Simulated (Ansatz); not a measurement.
Ideal-gas functions of BH3OSSi, SMILES `B1O[SiH2]S1` at 298.15 K and 1 bar, from an Ansatz frequency run at PBE0-D4/def2-TZVP.

Molar mass 89.99 g/mol, point group Cs (symmetry number 1), electronic degeneracy 1, moments of inertia 60.549, 96.91, 151.467 u Å². Harmonic wavenumbers (cm⁻¹, unscaled): 249, 470, 537, 580, 667, 713, 810, 821, 832, 979, 1060, 1244, 2254, 2265, 2682.

Use S(trans) = R[1.5 ln M + 2.5 ln T − 1.1517]; rotational temperatures θ = 24.2544 K / I; S(rot) = R[ln(√π/σ · √(T³/θAθBθC)) + 1.5]; for each mode x = 1.438777 ν̃/T, S = R[x/(eˣ − 1) − ln(1 − e⁻ˣ)] and H = RT x/(eˣ − 1); 1 cm⁻¹ = 0.0119627 kJ/mol; R = 8.31446 J/(mol·K).

**Question.** By hand: the entropy, in J/(mol·K).

**Answer.** Translation 165.0. Rotation: θ = 0.4006, 0.2503, 0.1601 K, giving 105.5. Vibration, mode by mode: 7.27, 3.09, 2.39, 2.03, 1.45, 1.22, 0.83, 0.80, 0.76, 0.43, 0.31, 0.14, 0.00, 0.00, 0.00, in all 20.7. Electronic 0.0. Sum 291.2 J/(mol·K).

**Question.** By hand: H − E and G − E in kJ/mol, counted from the electronic energy.

**Answer.** Zero-point energy ½ × 16163 × 0.0119627 = 96.7; thermal vibration 4.3; translation, rotation and pV give 4 RT = 9.9. H − E = 110.9 kJ/mol, and G − E = 110.9 − 298.15 × 291.2/1000 = 24.1 kJ/mol.

Vibration gives 7 % of the entropy.
